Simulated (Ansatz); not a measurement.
Input for Ansatz (an electronic-structure program): R-PBE0/def2-TZVPP on H2O (SMILES O).

Ansatz 0.2 input:
```yaml
crystal:
  periodic: [false, false, false]
  atoms:
    - {symbol: O, position_ang: [-0.00000000, 0.00000000, 0.38961139]}
    - {symbol: H, position_ang: [0.00000000, 0.76498632, -0.19485569]}
    - {symbol: H, position_ang: [0.00000000, -0.76498632, -0.19485569]}
basis:
  gaussian:
    orbitals: def2-TZVPP
hamiltonian:
  xc: {name: PBE0}
scf: {lower_state_search: off}
```

Program output:

```
WARN ansatz: RAYON_NUM_THREADS=4 ignored (pool sized by the plan → 4); use --threads N
Functional definition: PBE0
these checks for a lower state are left out or cut short: stability, starts, cluster_reference, orbital_swaps, neighbouring_geometries, increment
integrals: 0.00 GiB planned
269 factors; their error is unknown
mean field: 0.10 GiB planned
mean field evaluation 1: about -2074.5267 eV, gradient 5.0e1 eV
mean field evaluation 2: about -2069.5928 eV, gradient 7.3e1 eV
mean field evaluation 4: about -2078.4201 eV, gradient 1.8e-1 eV
mean field evaluation 8: about -2078.4265 eV, gradient 1.8e-3 eV
mean field -2078.42649973 eV, -76.3807650569 hartree, gradient 2.0e-6 eV, S^2 0.000000; 0 other end points of the search recorded, 0 dependent functions left out
reference -2078.42651430 eV, -76.3807655924 hartree; 5, 5 occupied and 54, 54 virtual orbitals, 269 factors
Total energy: -2078.42651430 eV, -76.3807655924 hartree
Checks for a lower state left out: stability, starts, cluster_reference, orbital_swaps, neighbouring_geometries, increment
```

Self-consistency was reached.

Cost: around 0.3 core-seconds (rough).
